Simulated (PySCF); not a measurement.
C3H6BFO2, SMILES C=C(OC)B(O)F.

Geometry: PBE-D3(BJ)/def2-SVP. This is a generated structure with no PubChem entry under its InChIKey; it may be hypothetical. One conformer was computed; it need not be the lowest.

All values below come from PBE-D3(BJ)/def2-SVP in PySCF.

Frequencies are harmonic and unscaled.

Computed vibrational spectrum:
| mode | ν (cm⁻¹) | IR (km/mol) | moving atoms (share of kinetic energy) |
|---|---|---|---|
| 1 | 52 | 0.0 | O 39 %, F 25 %, C 25 %, H 11 % |
| 2 | 126 | 6.9 | O 39 %, C 33 %, H 24 % |
| 3 | 161 | 1.9 | F 32 %, C 31 %, O 23 %, H 12 % |
| 4 | 258 | 0.2 | H 95 % |
| 5 | 327 | 0.3 | C 54 %, H 29 %, O 14 % |
| 6 | 350 | 11.3 | O 35 %, C 26 %, F 23 %, H 16 % |
| 7 | 379 | 1.2 | C 33 %, H 30 %, B 22 %, O 13 % |
| 8 | 415 | 1.4 | O 32 %, F 25 %, C 23 %, H 10 %, B 9 % |
| 9 | 538 | 31.4 | O 27 %, H 25 %, F 17 %, B 15 %, C 15 % |
| 10 | 547 | 95.8 | H 87 % |
| 11 | 693 | 46.9 | B 61 %, C 25 % |
| 12 | 725 | 5.1 | H 83 %, C 11 % |
| 13 | 730 | 14.0 | C 31 %, H 30 %, O 23 %, F 14 % |
| 14 | 816 | 49.8 | H 71 %, C 29 % |
| 15 | 909 | 17.4 | H 41 %, C 34 %, O 25 % |
| 16 | 967 | 110.0 | H 60 %, O 22 %, F 13 % |
| 17 | 1065 | 29.0 | C 44 %, O 32 %, H 23 % |
| 18 | 1128 | 0.5 | H 75 %, C 19 % |
| 19 | 1169 | 19.3 | H 62 %, C 26 %, O 9 % |
| 20 | 1207 | 149.8 | C 28 %, O 26 %, H 22 %, B 19 % |
| 21 | 1335 | 47.8 | H 69 %, C 23 % |
| 22 | 1381 | 343.6 | B 44 %, H 30 %, C 14 %, F 9 % |
| 23 | 1406 | 8.1 | H 97 % |
| 24 | 1417 | 100.8 | H 48 %, B 33 %, O 11 % |
| 25 | 1425 | 5.5 | H 81 %, B 8 % |
| 26 | 1433 | 95.1 | H 42 %, B 29 %, C 21 %, O 8 % |
| 27 | 1623 | 74.3 | C 87 %, H 9 % |
| 28 | 2921 | 40.0 | H 97 % |
| 29 | 2991 | 37.2 | H 90 %, C 10 % |
| 30 | 3082 | 13.8 | H 91 %, C 9 % |
| 31 | 3102 | 4.4 | H 95 % |
| 32 | 3202 | 1.3 | H 89 %, C 11 % |
| 33 | 3736 | 85.8 | H 94 % |
